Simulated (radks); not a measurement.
Q: Neutral mercury is in [Hg]. Calculated with a radial shooting solver on a logarithmic mesh with Libxc functionals: non-relativistic Kohn-Sham, PBE, spin-polarised, spherical densities, point nucleus. Open shells are filled with parallel spins first. One electron is removed from 5s, 5d, 5p, 6s in turn, with full relaxation. Which removal costs least, and what does each cost?

A: 6s 8.468 eV; 5d 17.696 eV; 5p 67.877 eV; 5s 99.779 eV. The 6s electron leaves first.
